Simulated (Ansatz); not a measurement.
Basis-set extrapolation for C$_{3}$H$_{5}$BO (`C#CBCO`) (PBE0-D4/def2-TZVP geometry, frozen core, Ansatz). Multiplicity 1, RHF reference.

```csv
,def2-TZVPP,def2-QZVPP
HF,-216.074449,-216.084277
MP2 correlation,-0.805635,-0.861910
CCSD(T) correlation,-0.873189,not run
```

Energies in hartree. Use E(X) = E(∞) + A·exp(−7.88·√X) for Hartree–Fock and E(X) = E(∞) + B·X^(−2.97) for correlation, with X = 3 and 4, and add CCSD(T) minus MP2 of the smaller set to the MP2 limit.

What is the CCSD(T) energy at the basis-set limit?

HF limit: -216.084277 + (-0.009828) × 0.13774 = -216.08563. MP2 limit: -0.861910 + (-0.056275) × 0.74074 = -0.90360. Higher-order term: -0.873189 − (-0.805635) = -0.06755. Total: -217.05678 hartree, 2.97 eV below CCSD(T)/def2-TZVPP.
